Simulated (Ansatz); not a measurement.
BeBr₂. Charge 0, multiplicity 1. Geometry PBE0-D4/def2-TZVP, basis def2-TZVP, Ansatz.

```
run  HOMO (eV)  LUMO (eV)
  A     -10.15       0.08
  B      -7.59      -1.32
  C      -8.86      -0.58
  D     -11.73       1.28
  E      -7.93      -0.89
  F      -7.75      -1.58
```

Question: The runs used CAM-B3LYP, HF, LDA (SPW92), PBE, PBE0, r2SCAN. Estimate which is which.

Answer: A CAM-B3LYP (range-separated); B PBE (0 % exact exchange); C PBE0 (25 % exact exchange); D HF (100 % exact exchange); E r2SCAN (0 % exact exchange); F LDA (SPW92) (0 % exact exchange). Exact exchange lowers occupied and raises empty levels; among semilocal functionals meta-GGAs tend to open the gap a little, and such runs are hard to tell apart. The gap grows from 6.17 eV (LDA (SPW92)) to 13.01 eV (HF).
